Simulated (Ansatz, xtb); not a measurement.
Two isomers of C2H9BOSi

Structure a is `CB(C)O[SiH3]`, a singlet and structure b is `BO[SiH2]CC`, a singlet. Both are isolated molecules in the gas phase, relaxed with B3LYP/def2-SVP; each stands in its lowest conformer found.

a (Å):

```yaml
atoms:
  - { symbol: C, position_ang: [1.5985, -1.8067, 0.9041] }
  - { symbol: C, position_ang: [2.6844, 0.3613, 2.2185] }
  - { symbol: B, position_ang: [1.6656, -0.2506, 1.1710] }
  - { symbol: O, position_ang: [0.8076, 0.5450, 0.4616] }
  - { symbol: Si, position_ang: [0.3150, 2.1249, 0.2410] }
  - { symbol: H, position_ang: [1.1623, -2.0566, -0.0755] }
  - { symbol: H, position_ang: [2.5769, -2.3043, 1.0077] }
  - { symbol: H, position_ang: [0.9440, -2.2591, 1.6749] }
  - { symbol: H, position_ang: [2.4520, 1.3851, 2.5505] }
  - { symbol: H, position_ang: [3.6864, 0.3893, 1.7481] }
  - { symbol: H, position_ang: [2.7928, -0.2833, 3.1068] }
  - { symbol: H, position_ang: [-1.1657, 2.1697, 0.3792] }
  - { symbol: H, position_ang: [0.7045, 2.5504, -1.1310] }
  - { symbol: H, position_ang: [0.9317, 3.0479, 1.2383] }
```

b (Å):

```xyz
14

C     0.2401    0.1519    0.8856
C     0.6429   -1.2983    1.1940
B     2.9441    1.2299   -1.9564
O     1.9954    0.4464   -1.4091
Si    0.3889    0.6598   -0.9167
H     2.7119    2.3969   -2.2034
H     4.0266    0.7412   -2.1895
H    -0.4409   -0.2135   -1.7933
H     0.0023    2.0887   -1.1090
H    -0.8098    0.3354    1.1822
H     0.8443    0.8577    1.4840
H     0.0217   -2.0187    0.6366
H     0.5312   -1.5283    2.2660
H     1.6924   -1.4901    0.9203
```

Quicker runs give these differences E(b) − E(a): GFN2-xTB +0.186 eV; HF/STO-3G +0.443 eV (at GFN2-xTB geometries); r2SCAN-D4/def2-SVP +0.745 eV (at GFN2-xTB geometries).

Task: Estimate E(b) − E(a) at the level CCSD(T)/def2-SVP + ΔMP2/def2-TZVPP.

Result: Calculated at CCSD(T)/def2-SVP + ΔMP2/def2-TZVPP: E(b) − E(a) = +0.611 eV, so structure a lies lower.

Level by level:

| level | geometry | E(b) − E(a) (eV) | departure from the last row (eV) | job, with rough time for the two |
| --- | --- | --- | --- | --- |
| GFN2-xTB | GFN2-xTB | +0.186 | −0.425 | optimisation, 0.55 s |
| HF/STO-3G | GFN2-xTB | +0.443 | −0.167 | single point, 0.56 s |
| r2SCAN-D4/def2-SVP | GFN2-xTB | +0.745 | +0.134 | single point, 3.5 s |
| B3LYP/def2-SVP | B3LYP/def2-SVP | +0.664 | +0.054 | optimisation, 99 s |
| HF/def2-SVP | B3LYP/def2-SVP | +0.652 | +0.041 | part of the CCSD(T) run |
| MP2/def2-SVP | B3LYP/def2-SVP | +0.618 | +0.007 | part of the CCSD(T) run |
| CCSD(T)/def2-SVP | B3LYP/def2-SVP | +0.613 | +0.003 | single point |
| CCSD(T)/def2-SVP + ΔMP2/def2-TZVPP | B3LYP/def2-SVP | +0.611 |  | single point, 39 s |

As drawn, b has 1 C–Si, 1 C–C, 2 B–H in place of 2 C–B, 1 C–H, 1 Si–H.

None of the levels shown reverses the order. The largest departure from CCSD(T)/def2-SVP + ΔMP2/def2-TZVPP is that of GFN2-xTB, 0.425 eV. The last row adds to CCSD(T) the change of the MP2 difference between the two basis sets, here −0.003 eV.

With thermal terms from frequencies at re-optimised GFN2-xTB minima (ideal gas, soft modes damped towards free rotors, one conformer each, 298.15 K, 1 atm): the zero-point term adds +0.026 eV; ΔH is +0.619 and ΔG +0.674 eV.

The correlated steps freeze 9 core orbitals. Run with Ansatz 0.2.0, xtb 6.7.1; the last row on 2 threads of Intel(R) Xeon(R) Processor @ 2.70GHz on a shared host.
